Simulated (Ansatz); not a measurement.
Relaxation of Ir(PH3)2H5 (P2IrH11) with RKS PBE-D4/def2-SVP.

```sh
$ ansatz run in.yaml --threads 2 --pin off --events-out ev --progress --plain --max-ram 4352MiB
```

```yaml
crystal:
  periodic: [false, false, false]
  atoms:
    - {symbol: Ir, position_ang: [0.005180, -0.000750, 0.000280]}
    - {symbol: P, position_ang: [-0.004000, -0.014370, 2.267450]}
    - {symbol: H, position_ang: [0.769850, -0.897970, 3.006890]}
    - {symbol: H, position_ang: [-1.162200, -0.251260, 2.994620]}
    - {symbol: H, position_ang: [0.363620, 1.096890, 3.012680]}
    - {symbol: P, position_ang: [0.003340, 0.012010, -2.267350]}
    - {symbol: H, position_ang: [-0.828160, 0.850100, -2.997200]}
    - {symbol: H, position_ang: [-0.307830, -1.118750, -3.009050]}
    - {symbol: H, position_ang: [1.136810, 0.316720, -3.008050]}
    - {symbol: H, position_ang: [1.550520, -0.002480, 0.027810]}
    - {symbol: H, position_ang: [0.484210, 1.468340, -0.025590]}
    - {symbol: H, position_ang: [-1.239380, 0.914400, 0.032880]}
    - {symbol: H, position_ang: [-1.250470, -0.901510, -0.019950]}
    - {symbol: H, position_ang: [0.478490, -1.471370, -0.015410]}
basis:
  gaussian: {orbitals: def2-SVP}
hamiltonian: {xc: pbe, dispersion: d4}
scf: {lower_state_search: "off"}
output: {orbitals: {seedname: orbitals}}
relax: {f_tol: 0.02, max_steps: 100}
```

Run time 11 s (2 threads of Arm Neoverse V1 on a shared host).

Positions (Å) and forces (eV/Å) at steps 1, 2, 3, 4, 5 of 5:

```xyz
14
step=1 energy=-21582.6788 eV
Ir    0.005   -0.001    0.000   -0.003    0.009   -0.007
P    -0.004   -0.014    2.267   -0.002    0.000   -0.418
H     0.770   -0.898    3.007    0.668   -0.760    0.282
H    -1.162   -0.251    2.995   -0.989   -0.203    0.280
H     0.364    1.097    3.013    0.322    0.966    0.304
P     0.003    0.012   -2.267   -0.003   -0.002    0.420
H    -0.828    0.850   -2.997   -0.712    0.719   -0.284
H    -0.308   -1.119   -3.009   -0.266   -0.977   -0.292
H     1.137    0.317   -3.008    0.981    0.261   -0.288
H     1.551   -0.002    0.028    2.325   -0.004    0.015
H     0.484    1.468   -0.026    0.728    2.202    0.003
H    -1.239    0.914    0.033   -1.876    1.373    0.017
H    -1.250   -0.902   -0.020   -1.889   -1.361   -0.015
H     0.478   -1.471   -0.015    0.716   -2.225   -0.016
14
step=2 energy=-21583.4246 eV
Ir    0.003   -0.001    0.000   -0.009    0.027    0.004
P    -0.005   -0.012    2.298    0.013   -0.020   -0.454
H     0.816   -0.948    2.978    0.123   -0.139    0.146
H    -1.226   -0.264    2.973   -0.193   -0.039    0.149
H     0.386    1.161    2.992    0.062    0.188    0.146
P     0.002    0.012   -2.298    0.014   -0.003    0.456
H    -0.874    0.897   -2.976   -0.138    0.139   -0.146
H    -0.324   -1.184   -2.986   -0.052   -0.188   -0.151
H     1.203    0.333   -2.982    0.182    0.048   -0.144
H     1.672   -0.003    0.011   -0.257   -0.003    0.014
H     0.524    1.584    0.001   -0.078   -0.245   -0.026
H    -1.341    0.986    0.012    0.203   -0.151    0.016
H    -1.351   -0.974   -0.011    0.207    0.145   -0.007
H     0.515   -1.588   -0.011   -0.078    0.243   -0.003
14
step=3 energy=-21583.4441 eV
Ir    0.001    0.002    0.000    0.015   -0.035   -0.009
P    -0.004   -0.015    2.297   -0.005    0.017   -0.113
H     0.818   -0.951    2.993    0.034   -0.037    0.021
H    -1.227   -0.266    2.987   -0.048   -0.011    0.031
H     0.388    1.162    3.002    0.017    0.047    0.038
P     0.004    0.012   -2.297   -0.008    0.009    0.111
H    -0.874    0.899   -2.988   -0.034    0.036   -0.036
H    -0.324   -1.186   -2.999   -0.012   -0.049   -0.026
H     1.207    0.334   -2.994    0.048    0.013   -0.026
H     1.654   -0.003    0.025    0.000    0.002   -0.010
H     0.519    1.571   -0.022    0.000    0.003    0.021
H    -1.331    0.978    0.029   -0.003    0.003   -0.012
H    -1.339   -0.965   -0.019   -0.002    0.000    0.007
H     0.508   -1.571   -0.015   -0.001    0.000    0.004
14
step=4 energy=-21583.4447 eV
Ir    0.002   -0.002    0.000   -0.020    0.052    0.009
P    -0.005   -0.010    2.295    0.009   -0.029    0.007
H     0.820   -0.950    2.988   -0.003    0.004    0.010
H    -1.229   -0.264    2.988    0.001    0.001    0.000
H     0.389    1.166    3.006    0.000    0.002   -0.010
P     0.002    0.014   -2.295    0.012   -0.020   -0.004
H    -0.876    0.902   -2.992   -0.001    0.001    0.008
H    -0.325   -1.187   -2.998    0.000    0.003   -0.008
H     1.208    0.336   -2.992   -0.002    0.000   -0.002
H     1.654   -0.005    0.018    0.008   -0.004    0.001
H     0.519    1.567   -0.008    0.004    0.005   -0.009
H    -1.329    0.974    0.020   -0.008    0.003    0.003
H    -1.338   -0.968   -0.014   -0.005   -0.008   -0.003
H     0.509   -1.574   -0.013    0.003   -0.009   -0.002
14
step=5 energy=-21583.4449 eV
Ir    0.001    0.000    0.000   -0.001    0.000    0.000
P    -0.004   -0.013    2.295    0.000    0.000   -0.001
H     0.820   -0.951    2.991    0.000    0.000    0.000
H    -1.229   -0.265    2.989    0.000    0.000    0.001
H     0.389    1.165    3.003    0.000    0.000    0.000
P     0.003    0.013   -2.295    0.000    0.000    0.001
H    -0.875    0.901   -2.991    0.000    0.000    0.000
H    -0.324   -1.187   -3.000    0.000    0.000   -0.001
H     1.209    0.335   -2.993    0.000    0.000    0.000
H     1.653   -0.005    0.019    0.000    0.000    0.000
H     0.518    1.569   -0.012    0.000    0.001    0.000
H    -1.332    0.976    0.022   -0.001    0.000    0.000
H    -1.339   -0.967   -0.016    0.000    0.000    0.000
H     0.508   -1.572   -0.013    0.000    0.000    0.000
```

In the def2 sets Ir takes a core potential; there is no spin–orbit coupling.
